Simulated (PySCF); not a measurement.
I2Pb, neutral, multiplicity 1. Atoms are numbered in the order given.

```xyz
3

Pb     0.0000     0.0000     1.0131
I      0.0000     2.1816    -0.7838
I      0.0000    -2.1816    -0.7838
```

The structure is a stationary point at PBE0-D3(BJ)/def2-SVP. The isomer is the one that the SMILES or the coordinates give; other isomers of the formula were not compared. The def2 effective core potentials stand for the cores of I, Pb; spin–orbit coupling is left out.

All values below come from TDA-LC-ωPBE/def2-SVPD (PySCF 2.14.0).

Vertical excitations. The molecule is in vacuum. State labels are in the subgroup C2v.

Computed UV-visible absorptions:
```json
[
 {"state": "S1", "symmetry": "B1", "energy (eV)": "3.28", "λ (nm)": "378", "f": "0.004", "main pairs": "HOMO→LUMO 95 %"},
 {"state": "S2", "symmetry": "A2", "energy (eV)": "3.63", "λ (nm)": "342", "f": "0.000", "main pairs": "HOMO−1→LUMO 98 %"},
 {"state": "S3", "symmetry": "B2", "energy (eV)": "4.11", "λ (nm)": "302", "f": "0.032", "main pairs": "HOMO−2→LUMO 90 %"},
 {"state": "S4", "symmetry": "B1", "energy (eV)": "4.43", "λ (nm)": "280", "f": "0.003", "main pairs": "HOMO−4→LUMO 94 %"},
 {"state": "S5", "symmetry": "A1", "energy (eV)": "4.47", "λ (nm)": "277", "f": "0.000", "main pairs": "HOMO−3→LUMO 78 %, HOMO→LUMO+1 16 %"},
 {"state": "S6", "symmetry": "A2", "energy (eV)": "4.85", "λ (nm)": "256", "f": "0.000", "main pairs": "HOMO−5→LUMO 97 %"},
 {"state": "S7", "symmetry": "B2", "energy (eV)": "4.96", "λ (nm)": "250", "f": "0.005", "main pairs": "HOMO−1→LUMO+1 64 %, HOMO→LUMO+2 26 %"},
 {"state": "S8", "symmetry": "A1", "energy (eV)": "5.07", "λ (nm)": "244", "f": "0.085", "main pairs": "HOMO→LUMO+1 65 %, HOMO−1→LUMO+2 10 %"},
 {"state": "S9", "symmetry": "A2", "energy (eV)": "5.14", "λ (nm)": "241", "f": "0.000", "main pairs": "HOMO−2→LUMO+1 84 %"},
 {"state": "S10", "symmetry": "B1", "energy (eV)": "5.39", "λ (nm)": "230", "f": "0.007", "main pairs": "HOMO−3→LUMO+1 60 %, HOMO−2→LUMO+2 32 %"},
 {"state": "T1", "symmetry": "B1", "energy (eV)": "2.69", "λ (nm)": "461", "f": "0", "main pairs": "HOMO→LUMO 85 %"},
 {"state": "T2", "symmetry": "A2", "energy (eV)": "3.52", "λ (nm)": "352", "f": "0", "main pairs": "HOMO−1→LUMO 96 %"},
 {"state": "T3", "symmetry": "B2", "energy (eV)": "3.63", "λ (nm)": "342", "f": "0", "main pairs": "HOMO−2→LUMO 96 %"},
 {"state": "T4", "symmetry": "A1", "energy (eV)": "3.86", "λ (nm)": "321", "f": "0", "main pairs": "HOMO−3→LUMO 90 %"}
]
```
Triplets are in the Tamm–Dancoff approximation.
